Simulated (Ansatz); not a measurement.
A CCSD(T) single point on C$_{2}$HCl$_{2}$I (`ClC(Cl)=CI`).

```yaml
crystal:
  periodic: [false, false, false]
  atoms:
    - {symbol: Cl, position_ang: [-1.084767, -1.680808, -0.549950]}
    - {symbol: C, position_ang: [0.083705, -0.643741, 0.130207]}
    - {symbol: Cl, position_ang: [1.284099, -1.429666, 1.075210]}
    - {symbol: C, position_ang: [0.112406, 0.673909, -0.024995]}
    - {symbol: I, position_ang: [-1.245998, 1.760129, -1.120597]}
    - {symbol: H, position_ang: [0.892655, 1.256077, 0.443826]}
basis:
  gaussian: {orbitals: def2-SVP}
correlation: {method: ccsd_t}
```

```sh
$ ansatz run in.yaml --threads 4 --pin off --events-out ev --progress --plain
```

Log, shortened:

```
Functional definition: HF
1000 factors; integrals over basis functions are off by at most 1.4e-3 eV
mean field evaluation 1: about -35143.4693 eV, gradient 2.2e1 eV
mean field evaluation 2: about -35143.6280 eV, gradient 2.3e1 eV
mean field evaluation 4: about -35145.2511 eV, gradient 3.1e0 eV
mean field evaluation 8: about -35145.3066 eV, gradient 6.2e-4 eV
mean field -35145.30664663 eV, -1291.5661969192 hartree, gradient 1.5e-6 eV, S^2 0.000000; 0 other end points of the search recorded, 0 dependent functions left out; unrestricted orbitals would lower it
16 core orbitals not correlated: weight in the atoms' cores, before any rotation towards them, 1.000 or more for the frozen orbitals, at most 0.000 for the correlated occupied ones
reference -35145.30664663 eV, -1291.5661969192 hartree; 20, 20 occupied and 59, 59 virtual orbitals, 1000 factors
second order -17.78815467 eV of doubles, -0.00000000 eV of singles
cycle   1  -18.21933555 eV  change   -4.3e-1 eV  update   1.0e-1
cycle   2  -18.66372791 eV  change   -4.4e-1 eV  update   3.2e-2
cycle   3  -18.77464143 eV  change   -1.1e-1 eV  update   1.5e-2
cycle   4  -18.77274173 eV  change    1.9e-3 eV  update   3.8e-3
cycle   5  -18.77482813 eV  change   -2.1e-3 eV  update   1.5e-3
cycle   6  -18.77484877 eV  change   -2.1e-5 eV  update   3.4e-4
cycle   7  -18.77469041 eV  change    1.6e-4 eV  update   1.3e-4
cycle   8  -18.77470820 eV  change   -1.8e-5 eV  update   4.3e-5
perturbative correction -0.62782972 eV, -0.0230723166 hartree
Total energy: -35164.70918455 eV, -1292.2792270362 hartree
```

Run time 7 s (4 threads of a server CPU on a shared host); peak host memory 0.38 GiB.

Correlation energy per correlated electron: -0.485 eV. T1 diagnostic: 0.0092.
